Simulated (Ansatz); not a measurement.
Consider the atomization: `C=C[O][GaH2]` → 2 C• + Ga• + 5 H• + O•.

Program: Ansatz. Geometries: PBE0-D4/def2-TZVP. ΔE: electronic, gas phase. CBS: MP2 limit from def2 TZ/QZ plus the TZ coupled-cluster correction, frozen cores. This one scheme is used for every species, atoms too. For atomizations the MP2-based limit and the directly extrapolated one differ by several kJ/mol either way, and by 10 to 25 for some Ge, Se and Sn compounds, so smaller differences from it don't rank the levels. DFT in def2-TZVPP. B3LYP here is the variant with VWN-RPA as its local correlation; programs differ in this. HSE06 is defined as in plane-wave codes. No spin–orbit coupling; open shells (•) take unrestricted orbitals. Spin–orbit coupling would lower the free atoms: a little for C, O; clearly for Ga. For Ga outer-core shells are correlated without core-valence functions, so the limit isn't a true one: a few kJ/mol of doubt a bond, and 10 to 20 or more in all where bonds break to atoms. Scalar relativity is left out up to krypton. One conformer a species, not always the lowest.

```csv
level,ΔE (kJ/mol),difference from CCSD(T)/CBS
LDA (SPW92),3711.5,487.3
PBE-D4,3285.4,61.2
revPBE-D4,3200.6,-23.6
BLYP-D4,3213.5,-10.7
r2SCAN-D4,3237.1,12.9
B97M-V,3237.4,13.2
PBE0-D4,3218.1,-6.1
B3LYP-D4,3211.6,-12.6
r2SCANh-D4,3211.9,-12.3
r2SCAN0-D4,3176.2,-48.0
BHLYP-D4,3110.1,-114.1
CAM-B3LYP-D4,3233.3,9.1
ωB97X-V,3226.1,1.9
ωB97M-V,3220.0,-4.2
B2PLYP,3188.5,-35.7
PBE-QIDH,3202.4,-21.8
PBE,3268.9,44.7
revPBE,3149.4,-74.8
r2SCAN,3233.2,9.0
PBE0,3204.2,-20.0
B3LYP,3184.8,-39.4
r2SCANh,3207.7,-16.5
r2SCAN0,3171.5,-52.7
HSE06,3207.4,-16.8
BHLYP,3089.4,-134.8
CAM-B3LYP,3219.2,-5.0
LC-ωPBE,3216.4,-7.8
MP2/def2-SVP,3113.7,-110.5
CCSD/def2-SVP,3036.1,-188.1
CCSD(T)/def2-SVP,3072.8,-151.4
HF/def2-TZVPP,2318.0,-906.2
MP2/def2-TZVPP,3209.4,-14.8
SCS-MP2/def2-TZVPP,3188.3,-35.9
CCSD/def2-TZVPP,3102.8,-121.4
HF/def2-QZVPP,2322.9,-901.3
MP2/def2-QZVPP,3250.6,26.4
SCS-MP2/def2-QZVPP,3236.8,12.6
HF/CBS(def2),2323.7,-900.5
MP2/CBS(def2),3278.3,54.1
CCSD/CBS(def2),3171.7,-52.5
CCSD(T)/CBS,3224.2,0
```

Largest T1 diagnostic among the species: 0.015.

From BLYP to BHLYP (50 % exact exchange), in def2-TZVPP and without D4, ΔE moves by −87.4 kJ/mol: exact exchange takes away binding that semilocal exchange gives to molecules. At CCSD(T), def2-SVP lies −151.4 kJ/mol from the extrapolated value and def2-TZVPP −68.9 kJ/mol: correlation converges slowly with the basis, and small sets miss more of it in the bonded molecule than in its fragments. In def2-TZVPP, CCSD(T) changes the Hartree–Fock value by +837.4 kJ/mol (the triples alone add +52.6 kJ/mol) and MP2 by +891.4 kJ/mol; breaking electron pairs costs correlation energy, which Hartree–Fock lacks.
